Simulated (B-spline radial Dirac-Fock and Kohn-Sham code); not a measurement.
## Pm: input and output of one calculation

ΔSCF core binding energies without Breit or QED terms, calculated with a B-spline atomic structure program. Keys: rel is the Hamiltonian (dirac, or spin-free x2c and nr, where L3 and M5 stand for the whole 2p and 3d shells), method is hf or an exchange,correlation pair (spin-unpolarised, also for the hole states), nuc the nuclear model, radius_factor scales its radius, rmax is the box in bohr, h the logarithmic mesh step, order the B-spline order, points the quadrature points per cell, c_factor scales the speed of light, and damp, ndamp, maxit and tol steer the iteration. The run stops when the commutator error falls below 10·tol·max(1, Z/10), or the numerical noise floor, and the energy has settled to about 1e-8 Ha; the virial ratio is −V/T.

Input (task.json):

```json
{"items": [{"Z": 61, "q": 0, "cfg": [[1, 0, 2], [2, 0, 2], [2, 1, 6], [3, 0, 2], [3, 1, 6], [3, 2, 10], [4, 0, 2], [4, 1, 6], [4, 2, 10], [4, 3, 5], [5, 0, 2], [5, 1, 6], [6, 0, 2]], "A": 145, "rrms": 4.962, "do": "settings", "holes": ["K", "L3", "M5"],
  "settings": [{"rel": "dirac", "method": "hf", "nuc": "fermi", "radius_factor": 1.0, "rmax": 45.0, "h": 0.3, "order": 8, "points": 10, "c_factor": 1.0, "maxit": 60, "damp": 0.5, "ndamp": 3, "tol": 1e-06}]}]}
```

Command: `python xray2_run.py task.json out`

Ground-state iterations:

```
iter   energy (Ha)        error
   1   -10005.37055330  2.02e+00
   2   -10009.72746917  8.15e-01
   3   -10021.35014753  1.82e-01
   4   -10021.98861863  5.69e-02
   5   -10022.08528849  1.58e-02
   6   -10022.09109354  4.44e-03
   7   -10022.09221149  2.07e-03
   8   -10022.09231250  1.51e-03
   9   -10022.09235623  1.49e-04
  10   -10022.09235823  4.78e-05
  11   -10022.09235833  3.94e-06
```

The ground state converged in 11 iterations, with total energy -10022.09236 Ha, virial ratio 1.92494 and highest orbital energy -4.80 eV. ΔSCF binding energies: K (1s) 45371.2 eV, L3 (2p3/2) 6478.1 eV, M5 (3d5/2) 1033.8 eV.
